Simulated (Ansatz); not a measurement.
Computed with Ansatz.

A structure relaxed at PBE0-D4/def2-TZVP, charge 0, multiplicity 1:

```json
{"atom": "C1", "x (Å)": "0.1217", "y (Å)": "1.3575", "z (Å)": "-0.9196"}
{"atom": "N2", "x (Å)": "0.2004", "y (Å)": "0.0536", "z (Å)": "-0.3186"}
{"atom": "Si3", "x (Å)": "1.0364", "y (Å)": "-0.8715", "z (Å)": "0.8499"}
{"atom": "C4", "x (Å)": "-0.7687", "y (Å)": "-0.4857", "z (Å)": "0.6011"}
{"atom": "O5", "x (Å)": "-1.7918", "y (Å)": "-1.2751", "z (Å)": "0.0791"}
{"atom": "H6", "x (Å)": "1.0429", "y (Å)": "1.5675", "z (Å)": "-1.4668"}
{"atom": "H7", "x (Å)": "-0.0227", "y (Å)": "2.1526", "z (Å)": "-0.1756"}
{"atom": "H8", "x (Å)": "-0.7093", "y (Å)": "1.4024", "z (Å)": "-1.6293"}
{"atom": "H9", "x (Å)": "1.8114", "y (Å)": "-0.1987", "z (Å)": "1.9263"}
{"atom": "H10", "x (Å)": "1.7189", "y (Å)": "-2.0967", "z (Å)": "0.3682"}
{"atom": "H11", "x (Å)": "-1.2323", "y (Å)": "0.2287", "z (Å)": "1.2881"}
{"atom": "H12", "x (Å)": "-1.4069", "y (Å)": "-1.8345", "z (Å)": "-0.6029"}
```

Task: Give its formula and SMILES.

Result: C2H7NOSi, `CN1[SiH2]C1O`.

Task: Summarise the bond lengths by kind.

Result: 2 × C–N 1.438 to 1.441 Å; 4 × C–H 1.092 to 1.098 Å; 1 × N–Si 1.709 Å; 1 × C–Si 1.863 Å; 2 × H–Si 1.483 to 1.487 Å; 1 × C–O 1.394 Å; 1 × H–O 0.962 Å.
